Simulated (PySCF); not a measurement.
# Electronic structure of Bi (bismuth, neutral) at the UHF level

Configuration: [Xe] 4f14 5d10 6s2 6p2 6d1, one real determinant (an excited configuration). All numbers are calculated (PySCF 2.14, scalar relativity by spin-free X2C-1e, in x2c-TZVPPall with one added diffuse shell each of s, p, d, f type (12s8p7d4f, 99 functions)).

```
Total energy                                                  : -21528.927603 hartree
One-electron energy                                           : -29429.2230 hartree
Hartree (Coulomb) energy                                      : 8297.9050 hartree
Exchange energy                                               : -397.6096 hartree
⟨S²⟩                                                          : 3.7565
⟨L²⟩                                                          : 8.006
Sum of ⟨r⟩                                                    : 52.53 bohr
Sum of ⟨r²⟩                                                   : 98.56 bohr²
Traceless quadrupole moment −½Σ⟨3z² − r²⟩ along its main axis : -5.07 e·bohr²
Langevin diamagnetic susceptibility                           : -78.1 ×10⁻⁶ cm³/mol
```

```tsv
shell	electrons	mean orbital energy (hartree)	spread (hartree)	rms radius, mean of both spins (bohr)
1s α	1	-3345.57024	0	0.0178
1s β	1	-3345.56837	0	0.0178
2s α	1	-606.98259	0	0.0718
2s β	1	-606.98232	0	0.0718
2p α	3	-521.95858	0.00052	0.0664
2p β	3	-521.95710	0.00141	0.0664
3s α	1	-149.30180	0	0.183
3s β	1	-149.30032	0	0.183
3p α	3	-124.53084	0.00033	0.186
3p β	3	-124.52837	0.00363	0.186
3d α	5	-98.26181	0.00251	0.170
3d β	5	-98.26111	0.00305	0.170
4s α	1	-35.83048	0	0.401
4s β	1	-35.82726	0	0.401
4p α	3	-27.54281	0.00185	0.427
4p β	3	-27.53862	0.00763	0.427
4d α	5	-17.59601	0.00610	0.452
4d β	5	-17.59434	0.00733	0.452
5s α	1	-6.80728	0	0.890
5s β	1	-6.79792	0	0.890
4f α	7	-6.70912	0.00682	0.480
4f β	7	-6.70765	0.00828	0.480
5p α	3	-4.37594	0.00422	1.01
5p β	3	-4.36725	0.01758	1.01
5d α	5	-1.44361	0.01511	1.32
5d β	5	-1.43233	0.02225	1.32
6s α	1	-0.84661	0	2.33
6s β	1	-0.70070	0	2.33
6p α	2	-0.40271	0	3.06
6d α	1	-0.04790	0	6.06
```

⟨L²⟩ = 8.01 against 12 for a pure F term, so this real determinant mixes terms. Spin-orbit coupling is strong in this species (close to jj coupling), so the high-spin LS determinant is a model state, not a physical level. The outer electron is Rydberg-like, and this basis confines it to a smaller radius and binds it less than a complete one would.

Densities and radii are taken from the X2C orbitals without a picture-change correction, which distorts them close to the nucleus.

Spin-orbit constants ζ (cm⁻¹) from the X2C one-electron operator on these orbitals: bare nucleus, nucleus screened by l(l+1)(2l+1)/3 electrons, and screened by the Breit-Pauli mean field of the electrons.

```tsv
shell	bare	screened nucleus	mean field
2p	11390000	11120000	n/a
3p	2586000	2524000	n/a
3d	396600	348800	n/a
4p	628700	613500	n/a
4d	88220	77590	n/a
4f	18690	12390	n/a
5p	112800	110100	n/a
5d	10650	9369	n/a
6p	9963	9723	n/a
6d	143.8	126.5	n/a
```

To first order the Landé constant is A = 1108 cm⁻¹, so the lowest level has J = 3/2 and lies 0.825 eV below the centre of the term. This holds in LS coupling only, and this species is close to jj coupling.
